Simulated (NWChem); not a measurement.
Molecule: C2H4BFN2; SMILES N#CCB(N)F

```xyz
10

N      0.3210     2.6063     0.0000
C     -0.3100     1.6180     0.0000
C     -0.9955     0.3366     0.0000
B      0.0152    -0.9065     0.0000
N      1.4026    -0.7499     0.0000
F     -0.5305    -2.1420     0.0000
H     -1.6612     0.2594    -0.8873
H     -1.6612     0.2594     0.8873
H      1.8459     0.1699     0.0000
H      2.0486    -1.5393     0.0000
```
Atoms are numbered in this order, from 1.

Program: NWChem. Coordinates come from a PBE-D3(BJ)/def2-SVP optimisation. Atomic charges in e: unrestrained fits to the electrostatic potential beside Mulliken populations; buried atoms are poorly determined by the fit.

Problem. What does the run give for B3LYP/def2-SVP? Quantities: ESP N1; Mulliken N1; ESP C2; Mulliken C2; ESP C3; Mulliken C3; ESP B4; Mulliken B4; ESP N5; Mulliken N5; relative RMS misfit of the potential (%).

Solution. 
* **ESP N1**: -0.47
* **Mulliken N1**: 0.02
* **ESP C2**: 0.35
* **Mulliken C2**: -0.28
* **ESP C3**: -0.30
* **Mulliken C3**: 0.02
* **ESP B4**: 0.66
* **Mulliken B4**: 0.03
* **ESP N5**: -0.87
* **Mulliken N5**: -0.08
* **relative RMS misfit of the potential (%)**: 18
